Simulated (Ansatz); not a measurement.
The cluster TiO₂. Charge 0, multiplicity 1. Geometry r2SCAN-D4/def2-TZVP.

```xyz
3

Ti    0.402    0.568   -0.828
O     0.448   -0.257    0.748
O    -0.850   -0.311    0.080
```

The 6-31G sets use Cartesian d functions. The structure holds one bond between oxygen atoms, so isomers without such links may lie far lower. The restricted singlet is unstable towards broken spin symmetry in Hartree–Fock (as tested in another run); at HF/6-31G this wasn't settled. At PBE-D4/def2-TZVP the restricted singlet is unstable: a solution with broken spin symmetry lies lower. The restricted singlet is unstable towards broken spin symmetry at other levels; at PBE-D4/def2-TZVPD, r2SCAN-D4/def2-TZVPD, ωB97X-V/def2-TZVP this wasn't settled. The geometry of the singlet was relaxed on an unsound state (restricted singlet, unstable towards broken spin symmetry). At PBE0-D4/def2-TZVP a triplet of charge 0 lies 0.69 eV below the restricted singlet, each at its own geometry. The structure comes from a short search, and lower isomers may exist.

Estimate the orbital energies around the gap (eV) in Ansatz with HF/6-31G, PBE-D4/def2-TZVP, PBE-D4/def2-TZVPD, r2SCAN-D4/def2-TZVPD, ωB97X-V/def2-TZVP.


| orbital | HF/6-31G | PBE-D4/def2-TZVP | PBE-D4/def2-TZVPD | r2SCAN-D4/def2-TZVPD | ωB97X-V/def2-TZVP |
| --- | --- | --- | --- | --- | --- |
| HOMO−5 | -15.53 | -11.90 | -11.97 | -12.04 | -14.89 |
| HOMO−4 | -15.08 | -10.60 | -10.66 | -10.83 | -14.27 |
| HOMO−3 | -13.90 | -10.55 | -10.63 | -10.80 | -14.11 |
| HOMO−2 | -11.82 | -8.27 | -8.34 | -8.44 | -11.52 |
| HOMO−1 | -10.61 | -6.64 | -6.71 | -6.73 | -9.88 |
| HOMO | -8.06 | -3.89 | -3.94 | -4.06 | -7.09 |
| LUMO | -0.25 | -3.82 | -3.88 | -3.49 | -0.31 |
| LUMO+1 | 1.06 | -3.33 | -3.41 | -3.08 | 0.59 |
| LUMO+2 | 1.32 | -3.32 | -3.39 | -3.00 | 0.81 |
| LUMO+3 | 3.16 | -2.88 | -2.99 | -2.79 | 0.81 |
| LUMO+4 | 3.94 | -2.76 | -2.93 | -2.56 | 1.11 |
| LUMO+5 | 4.26 | -1.10 | -1.18 | -0.59 | 3.23 |
